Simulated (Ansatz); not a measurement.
**Question.** Name a neutral molecule of B, C, In and H with size of the dipole moment (B3LYP/def2-TZVPP) between 4.40 and 4.70 D and HOMO–LUMO gap (PBE/def2-TZVPP) between 3.65 and 3.95 eV (Ansatz, PBE0-D4/def2-TZVP geometry).

**Answer.** `B[C]1=[CH][InH]1` (4.54 D, 3.84 eV). Other molecules can fit too; these were computed, each in one conformer that needn't be the lowest.

B3LYP here is the variant with VWN-RPA as its local correlation; programs differ in this.
